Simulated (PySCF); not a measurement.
Structure problem from calculated spectra and properties.

Elements present: C, H, O and S. Monoisotopic mass: 142.0089 u.

* Rotational structure: rotational constants A, B, C: 4.168, 0.796, 0.671 GHz [PBE0-D3(BJ)/def2-SVP]
* Valence photoelectron: vertical ionisation energy: 9.13 eV [ΔSCF PBE0/def2-SVPD]
* Polarisability: 95.7 au [PBE0/def2-SVPD]
* Dipole: 2.09 D [PBE0/def2-SVPD]
* 13C NMR: chemical shifts (computed TMS as zero) by class: 166.1 (1 C), 142.9 (1 C), 137.9 (1 C), 133.0 (1 C), 132.8 (1 C), 51.9 (1 C) ppm [GIAO PBE0/pcSseg-1]
* NMR, other nuclei: isotropic shieldings of nuclei other than C and H, by class: -74 (1 O), 153 (1 O), 263 (1 S) ppm [GIAO PBE0/pcSseg-1]
* Triplet: lowest triplet excitation (Tamm–Dancoff): 3.58 eV [TDA PBE0/def2-SVPD]
* 1H NMR: chemical shifts (computed TMS as zero) by class: 8.19 (1 H), 7.56 (1 H), 7.06 (1 H), 3.83 (3 H) ppm [GIAO PBE0/pcSseg-1]

Electronic properties: PySCF, gas phase, density fitting. Levels stand in brackets. Geometry: PBE0-D3(BJ)/def2-SVP, one conformer, isolated molecule. NMR values are class means; diastereotopic atoms form classes of their own.

Q: Which formula fits the mass and the elements?

A: C6H6O2S (calculated 142.0089). No other formula that holds each of these elements comes within 0.0003 u with a fitting electron parity and a possible valence count.

Q: What is the compound? Reason from the data.

A: Numbering: `[CH3:1][O:2][C:3](=[O:4])[c:5]1[cH:6][cH:7][s:8][cH:9]1`. Its formula, C6H6O2S, gives 4 degrees of unsaturation: 1 ring and 3 π bonds in the structure found (Kekulé form). 6 carbons fall into 6 classes; from least to most shielded: ester carbonyl carbon [C3] (166.1 ppm), aromatic CH next to a ring sulfur [C9] (142.9 ppm), substituted aromatic carbon [C5] (137.9 ppm), aromatic CH carbon [C6] (133.0 ppm), aromatic CH next to a ring sulfur [C7] (132.8 ppm), methoxy carbon [C1] (51.9 ppm). Hydrogen classes from least to most shielded: 1 H on an aromatic CH next to a ring sulfur, C9 (8.19 ppm), 1 H on an aromatic CH carbon, C6 (7.56 ppm), 1 H on an aromatic CH next to a ring sulfur, C7 (7.06 ppm), 3 H on a methoxy carbon, C1 (3.83 ppm). The other shieldings belong to: -74 ppm, ester carbonyl oxygen [O4]; 153 ppm, ester single-bonded oxygen [O2]; 263 ppm, thiophene-type sulfur [S8]. The first electron is taken from the HOMO, whose largest Löwdin shares are 0.28 on an aromatic CH next to a ring sulfur, 0.26 on an aromatic CH next to a ring sulfur, 0.14 on the substituted aromatic carbon and 0.14 on the aromatic CH carbon. By its constants the optimised geometry is an asymmetric top. Structure: `O=C(OC)c1cscc1`. Computed isomers that give other values at the same levels: `c1scc2c1OCCO2` (13C chemical shifts (computed TMS as zero) by class: 145.8 (2 C), 106.9 (2 C), 64.6 (2 C) ppm); `COC(=O)c1cccs1` (rotational constant A: 3.356 GHz; this holds for the one conformer computed); `CC(=O)Oc1ccsc1` (13C chemical shifts (computed TMS as zero) by class: 170.6 (1 C), 152.7 (1 C), 130.2 (1 C), 125.0 (1 C), 117.6 (1 C), 22.6 (1 C) ppm). The assignments are read from this structure; whether some other isomer fits the data as well wasn't checked.

Conformer computed: `[CH3:1][O:2][C:3](=[O:4])[c:5]1[cH:6][cH:7][s:8][cH:9]1`: C1–O2–C3–O4 0°, O2–C3–C5–C6 1°.
